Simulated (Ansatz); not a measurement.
Species: H3BAsO, charge 0, doublet. H3BAsO (SMILES [AsH2][B]O, doublet).
B3LYP-D3(BJ)/def2-TZVP minimum from Ansatz (an electronic-structure program):
```xyz
6

B     -1.1320     0.0380     0.7249
As     0.6441    -0.3165    -0.2487
H      1.4165    -0.5232     1.0426
H      1.0582     1.1552    -0.3687
O     -2.0314     0.9917     0.5057
H     -1.8198     1.6871    -0.1363
```
Charge 0, spin multiplicity 2.

Total energies in cc-pVDZ, 17 correlated electrons, 16 frozen orbitals. UHF or UKS for unpaired electrons; spin-orbit terms are left out. Cores are frozen in correlated methods (noble-gas shells, and filled d and f shells in the p block). No relativity.

```csv
method,program,energy (Eh),minus CCSDT(Q) (mEh)
HF,Ansatz,-2335.45181,408.58
MP2,Ansatz,-2335.81303,47.36
CCSD,Ansatz,-2335.84714,13.25
CCSD(T),Ansatz,-2335.85834,2.05
CCSDT(Q),Ansatz,-2335.86039,0.00
```

Rough core times of Ansatz's runs on a shared machine: CCSD(T) under 20 s, CCSDT(Q) 10 min.
